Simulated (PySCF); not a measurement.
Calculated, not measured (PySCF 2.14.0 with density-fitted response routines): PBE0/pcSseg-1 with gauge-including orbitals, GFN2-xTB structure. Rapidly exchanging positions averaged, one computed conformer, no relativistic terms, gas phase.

Shifts are taken against calculated references (same method and geometry level): 1H (σref 31.72), 13C (σref 186.93) against TMS. Shifts are as computed. Against solution values, carbons near 30 ppm lie about +3 ppm off and those near 130 ppm about +5 ppm. Of 1211 compounds with measured shifts, 218 miss one by over three times the rms of a fit or turn the order of signals round; such compounds aren't used in these exercises. OH and NH positions are gas-phase values without hydrogen bonding to other molecules.

Task: Order these molecules by the shift of their most deshielded carbon, lowest δ first.
A. C#CCC1=CC(=C)C1=C
B. C=CN(N)C(C)(C)C
C. C#CC(=O)C(=C)C=C
D. COC(F)(F)C(F)F

Result: D (126.1 ppm, fully substituted sp3 carbon bonded to 2 F and O), B (145.2 ppm, alkene carbon bearing nitrogen), A (163.8 ppm, fully substituted alkene carbon), C (183.8 ppm, carbonyl carbon of an ynone).

Task: Order these molecules by the shift of their most deshielded carbon-bound hydrogen, lowest δ first.
A. C=CN(N)C(C)(C)C
B. C#CCC1=CC(=C)C1=C
C. COC(F)(F)C(F)F

Result: C (5.87 ppm, hydrogen on an sp3 CH bonded to 2 F), A (6.86 ppm, hydrogen on an alkene carbon bearing nitrogen), B (7.39 ppm, hydrogen on an alkene CH).

Task: How many 13C and 1H signals does each give (equivalence by symmetry and fast rotation, but not about amide C–N or C=N bonds)? `C#CCC1=CC(=C)C1=C`, `C#CC(=O)C(=C)C=C`, `COC(F)(F)C(F)F`, `C=CN(N)C(C)(C)C`

Result: C#CCC1=CC(=C)C1=C: 9 C, 7 H; C#CC(=O)C(=C)C=C: 7 C, 6 H; COC(F)(F)C(F)F: 3 C, 2 H; C=CN(N)C(C)(C)C: 4 C, 5 H.
